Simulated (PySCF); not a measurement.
`FCc1cc(=O)c1=O`. The geometry is computed with GFN2-xTB (gas phase).

```
atom  x, y, z in Å
O1     3.0532    0.2908   -0.3995
C2     1.8812    0.1529   -0.2367
C3     0.6592    0.9766   -0.4349
C4    -0.1804    0.0073    0.0108
C5    -1.6381   -0.1207    0.1957
F6    -2.3029    1.0164   -0.1760
C7     0.9338   -0.9619    0.2767
O8     1.0058   -2.0745    0.6972
H9     0.5000    1.9751   -0.7981
H10   -2.0312   -0.9470   -0.4120
H11   -1.8750   -0.3123    1.2510
```

Task: Give the dihedral angles C3–C4–C5–H10, C2–C3–C4–C7, C3–C4–C7–O8, C5–C4–C7–C2, C7–C2–C3–H9, O1–C2–C3–C4.

Result: C3–C4–C5–H10 120° (anticlinal); C2–C3–C4–C7 0° (synperiplanar); C3–C4–C7–O8 180° (antiperiplanar); C5–C4–C7–C2 180° (antiperiplanar); C7–C2–C3–H9 180° (antiperiplanar); O1–C2–C3–C4 180° (antiperiplanar). Dihedral signs follow IUPAC: positive where, seen along the central bond, the front bond turns clockwise onto the rear one.

Task: What is the longest distance between nuclei?

Result: O1···F6, 5.41 Å; the next longest distance is 5.23 Å.

Task: Work out the bond lengths O1=C2, C2–C3, C2–C7, C3–C4, C4–C5 in Å.

Result: For O1=C2 the difference vector is (-1.1720, -0.1379, 0.1628) Å, of length 1.1913 Å. O1=C2 1.191; C2–C3 1.487; C2–C7 1.550; C3–C4 1.358; C4–C5 1.475 Å.

Task: Where is the centre of mass (commonest isotopes), and what is the radius of gyration?

Result: Mass 114.012 u; centre at (0.330, -0.069, -0.007) Å; Rg = √(Σ m r²/M) = 2.067 Å. As Ia + Ib + Ic = 2 Σ m r², the three principal moments sum to 974.3 u·Å².

Task: What are the angles O1–C2–C7, C2–C3–C4, C4–C3–H9, C3–C4–C5, F6–C5–H10, C4–C5–F6, C4–C7–O8?

Result: From the scalar product of the two bond vectors; for O1–C2–C7 it is -1.3477 Å² over 1.1913 × 1.5505 Å², cos θ = -0.7296. O1–C2–C7 136.9°; C2–C3–C4 94.0°; C4–C3–H9 133.1°; C3–C4–C5 135.6°; F6–C5–H10 107.5°; C4–C5–F6 112.0°; C4–C7–O8 135.3°.

Task: How far are the heavy atoms from their best plane (unweighted least squares)?

Result: 0.001 Å rms; none is more than 0.002 Å off.

The point group is Cs within 0.08 Å; differences among equivalent distances and angles are scatter left by the optimiser. Whether it is a minimum is left open (no frequencies). The numbers are those of one conformer.
